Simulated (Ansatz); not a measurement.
The same atomization along the group C, Si, Ge.

Gas-phase electronic energies from Ansatz, PBE0-D4/def2-TZVP geometries. CBS: MP2 limit from def2 TZ/QZ plus the TZ coupled-cluster correction, frozen cores. This one scheme is used for every species, atoms too. Open shells (•) are unrestricted, without spin–orbit coupling. Spin–orbit coupling would lower the free atoms: a little for C, F, Si; clearly for Ge. Bonds to Ge are less sure, by a few kJ/mol each and by 10 to 20 or more in all where they break to atoms, as the def2 sets lack core-valence functions. Scalar relativity is left out up to krypton.

(1) Order these by ΔE at CCSD(T)/CBS, lowest first. (Best estimate.)
A. `CC(F)F` → 2 F• + 4 H• + 2 C•
B. `F[SiH](F)[SiH3]` → 2 F• + 4 H• + 2 Si•
C. `[F][GeH]([F])[GeH3]` → 2 F• + 4 H• + 2 Ge•

Largest T1 diagnostic: 0.013, for `F[SiH](F)[SiH3]`.

Results:

(1) C (+24.85 eV), B (+28.40 eV), A (+32.04 eV).

For atomizations the MP2-based limit and the directly extrapolated one differ by several kJ/mol either way, and by 10 to 25 for some Ge, Se and Sn compounds, so smaller differences from it don't rank the levels.
